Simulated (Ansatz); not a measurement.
Consider the formal exchange of groups at the Si–Ge bond: `C[SiH2][GeH2][CH3]` + `[CH3][AlH][SH]` → `C[SiH2][CH2][AlH][SH]` + `[CH3][GeH3]`.

Isolated molecules relaxed with PBE0-D4/def2-TZVP in Ansatz; ΔE leaves out vibrations. CCSD(T)/CBS is the MP2 limit (def2-TZVPP, def2-QZVPP) plus CCSD(T) − MP2 in def2-TZVPP, frozen cores. This one scheme is used for every species. DFT in def2-TZVPP. B3LYP here is the variant with VWN-RPA as its local correlation; programs differ in this. For Ge outer-core shells are correlated without core-valence functions, which leaves a few kJ/mol of doubt a bond. Scalar relativity is left out up to krypton. One conformer a species, not always the lowest.

```json
{"level": "PBE-D4", "ΔE (kJ/mol)": "10.1", "difference from CCSD(T)/CBS": "8.3"}
{"level": "ωB97X-V", "ΔE (kJ/mol)": "1.7", "difference from CCSD(T)/CBS": "-0.1"}
{"level": "ωB97M-V", "ΔE (kJ/mol)": "-1.2", "difference from CCSD(T)/CBS": "-3.0"}
{"level": "r2SCAN", "ΔE (kJ/mol)": "5.5", "difference from CCSD(T)/CBS": "3.7"}
{"level": "PBE0", "ΔE (kJ/mol)": "10.1", "difference from CCSD(T)/CBS": "8.3"}
{"level": "B3LYP", "ΔE (kJ/mol)": "10.9", "difference from CCSD(T)/CBS": "9.1"}
{"level": "CCSD/def2-TZVPP", "ΔE (kJ/mol)": "2.5", "difference from CCSD(T)/CBS": "0.7"}
{"level": "HF/def2-QZVPP", "ΔE (kJ/mol)": "0.4", "difference from CCSD(T)/CBS": "-1.4"}
{"level": "MP2/def2-QZVPP", "ΔE (kJ/mol)": "-2.2", "difference from CCSD(T)/CBS": "-4.0"}
{"level": "SCS-MP2/def2-QZVPP", "ΔE (kJ/mol)": "-1.8", "difference from CCSD(T)/CBS": "-3.6"}
{"level": "CCSD(T)/CBS", "ΔE (kJ/mol)": "1.8", "difference from CCSD(T)/CBS": "0"}
```

Largest T1 diagnostic among the species: 0.011.

From PBE to PBE0 (25 % exact exchange), in def2-TZVPP and without D4, ΔE moves by −3.8 kJ/mol. The D4 term adds −6.0 kJ/mol with B3LYP and −3.3 kJ/mol with PBE0; it sums over pairs of atoms, weighted by their polarisabilities, and B3LYP, whose exchange is more repulsive, gets the larger term.
